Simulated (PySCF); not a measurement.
S⁺: ionisation energy

S⁺ [Ne] 3s2 3p3 (4S) → S²⁺ [Ne] 3s2 3p2 (3P), as a difference of total energies. Computed with PySCF 2.14 in x2c-QZVPPall (9s6p4d2f1g, 70 functions), with the spin-free X2C one-electron Hamiltonian (Gaussian nucleus). Correlated levels: valence: [Ne] frozen; valence and next inner shell: 1s2 frozen. The calculations carry no spin-orbit coupling.

```tsv
method	ionisation energy (eV)	plus first-order spin-orbit estimate	error of that sum (eV)
UHF	22.711	22.648	-0.690
LDA	23.392	23.329	-0.009
PBE	23.301	23.239	-0.099
PBE0	23.369	23.307	-0.031
r2SCAN	23.495	23.433	+0.095
wB97M-V	23.048	22.986	-0.352
B3LYP	23.235	23.173	-0.165
revPBE	23.275	23.212	-0.126
B2PLYP	23.197	23.134	-0.204
ROHF	22.852	22.789	-0.549
MP2 (valence)	23.373	23.311	-0.027
SCS-MP2 (valence)	23.182	23.119	-0.219
MP2 (valence and next inner shell)	23.389	23.327	-0.011
SCS-MP2 (valence and next inner shell)	23.196	23.134	-0.204
```

Reference: 23.338 eV (measured; NIST Atomic Spectra Database, ionization energies).

A first-order spin-orbit estimate (lowest level to lowest level, LS coupling) adds -0.062 eV.

Errors of the correlated levels include the incompleteness of this basis and the frozen core.
